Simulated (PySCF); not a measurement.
PySCF 2.14 output of an unrestricted PBE0 calculation on a single atom or ion in aug-cc-pVQZ with one added diffuse shell each of s, p, d, f, g type (7s6p5d4f3g, 105 functions), with no relativity, point nucleus:

```
SCF conv_tol = 1e-09
number electrons alpha = 6  beta = 1
    C. Adamo and V. Barone.,  J. Chem. Phys. 110, 6158 (1999)
    M. Ernzerhof and G. E. Scuseria.,  J. Chem. Phys. 110, 5029 (1999)
cycle= 1 E= -53.8550882750967  delta_E= -0.0018  |g|= 0.00527  |ddm|= 0.222
cycle= 2 E= -53.855095060271  delta_E= -6.79e-06  |g|= 0.000409  |ddm|= 0.013
cycle= 3 E= -53.8550951815677  delta_E= -1.21e-07  |g|= 0.000113  |ddm|= 0.00123
cycle= 4 E= -53.8550951882002  delta_E= -6.63e-09  |g|= 1.09e-05  |ddm|= 0.00035
cycle= 5 E= -53.8550951886182  delta_E= -4.18e-10  |g|= 1.1e-06  |ddm|= 0.000104
converged SCF energy = -53.8550951886182  <S^2> = 8.7500059  2S+1 = 6.000002
```

The run itself started from symmetry-adapted Hartree-Fock orbitals and held the occupation by maximum overlap, on a logarithmic radial grid, so the iterations belong to that start.

Task: Which element, charge and spin multiplicity is this?

Result: N (nitrogen, neutral), multiplicity 6; the state was [He] 2s1 2p3 3d1, high-spin 6D determinant (an excited configuration).

The outer electron is Rydberg-like, and this basis confines it to a smaller radius and binds it less than a complete one would.
